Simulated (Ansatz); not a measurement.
System: SnH4, net charge 0, singlet state. SMILES: [SnH4]
Coordinates optimised at B3LYP-D3(BJ)/def2-TZVP (Ansatz, a quantum-chemistry and plane-wave program):
```xyz
5

Sn     0.0000     0.0000     0.0000
H     -1.1293     1.1610    -0.5438
H      0.2699    -1.1525    -1.2320
H     -0.6131    -0.7839     1.3888
H      1.4724     0.7754     0.3870
```

Computed values are from Ansatz. Cores are frozen in the correlated levels unless marked. UHF or UKS for open shells. No spin-orbit coupling. The frozen core is the preceding noble-gas configuration, with the filled d and f shells of earlier blocks. Past Kr the def2 sets carry scalar-relativistic core potentials. CBS(X,Y): correlation extrapolated as X^-3; Hartree-Fock from the larger set.

- atomisation energy De = 1091.0 kJ/mol at CCSD(T)/CBS(def2-TZVPPD,def2-QZVPPD)
- total energy = -215.8183 Eh at CCSD(T)/CBS(def2-TZVPPD,def2-QZVPPD)
- dipole moment = 0.00 D at CCSD(T)/def2-SVPD
- T1 diagnostic = 0.010 at CCSD/def2-QZVPPD
